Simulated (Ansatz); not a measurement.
`[SiH3]O[SiH2]S`, one more setting.

```yaml
crystal:
  periodic: [false, false, false]
  atoms:
    - {symbol: Si, position_ang: [0.433215, 1.658509, 0.282833]}
    - {symbol: O, position_ang: [-0.422011, 0.504451, -0.514402]}
    - {symbol: Si, position_ang: [-0.866324, -1.059215, -0.380671]}
    - {symbol: S, position_ang: [0.552218, -2.227611, 0.700097]}
    - {symbol: H, position_ang: [0.166684, 2.952311, -0.389677]}
    - {symbol: H, position_ang: [1.884897, 1.352998, 0.221810]}
    - {symbol: H, position_ang: [0.006570, 1.734176, 1.703709]}
    - {symbol: H, position_ang: [-2.113451, -1.177946, 0.410013]}
    - {symbol: H, position_ang: [-1.033944, -1.583426, -1.753910]}
    - {symbol: H, position_ang: [1.475047, -2.205447, -0.277000]}
basis:
  gaussian: {orbitals: def2-SVPD, fitting: {mean_field: def2-universal-jkfit}}
hamiltonian: {xc: {name: revPBE}}
output: {forces: true}
```

```sh
$ ansatz run in.yaml --threads 2 --pin off --events-out ev --progress --plain --max-ram 4352MiB
```

It prints (some lines left out):

```
Functional definition: revPBE
569 factors; integrals over basis functions are off by at most 3.4e-1 eV
mean field evaluation 1: about -28715.8274 eV, gradient 5.9e1 eV
mean field evaluation 2: about -28681.6228 eV, gradient 1.4e2 eV
mean field evaluation 4: about -28722.0567 eV, gradient 8.2e0 eV
mean field evaluation 8: about -28722.2575 eV, gradient 9.1e-2 eV
mean field evaluation 16: about -28722.2575 eV, gradient 2.1e-5 eV
mean field -28722.25753492 eV, -1055.5234957628 hartree, gradient 2.1e-5 eV, S^2 0.000000; 0 other end points of the search recorded, 0 dependent functions left out
reference -28722.25760891 eV, -1055.5234984821 hartree; 29, 29 occupied and 117, 117 virtual orbitals, 569 factors
Total energy: -28722.25760891 eV, -1055.5234984821 hartree
Atom 0 at     0.433215     1.658509     0.282833 Å, force     0.681536     0.967484     0.622669 eV/Å
Atom 1 at    -0.422011     0.504451    -0.514402 Å, force    -0.393666     0.439208    -0.897546 eV/Å
Atom 2 at    -0.866324    -1.059215    -0.380671 Å, force    -0.585898    -1.078032    -0.092855 eV/Å
Atom 3 at     0.552218    -2.227611     0.700097 Å, force     0.081587    -0.421957     0.698478 eV/Å
Atom 4 at     0.166684     2.952311    -0.389677 Å, force    -0.060259     0.301162    -0.154345 eV/Å
Atom 5 at     1.884897     1.352998     0.221810 Å, force     0.334606    -0.052773    -0.012949 eV/Å
Atom 6 at     0.006570     1.734176     1.703709 Å, force    -0.092529     0.029808     0.329696 eV/Å
Atom 7 at    -2.113451    -1.177946     0.410013 Å, force    -0.293624    -0.038642     0.187157 eV/Å
Atom 8 at    -1.033944    -1.583426    -1.753910 Å, force    -0.049939    -0.129249    -0.322933 eV/Å
Atom 9 at     1.475047    -2.205447    -0.277000 Å, force     0.378186    -0.017009    -0.357372 eV/Å
Dipole moment:     0.048224     0.065657    -0.114554 e Å
```

Run time 1.7 s (2 threads of an Intel Xeon Platinum 8559C on a shared host); peak host memory 0.19 GiB.
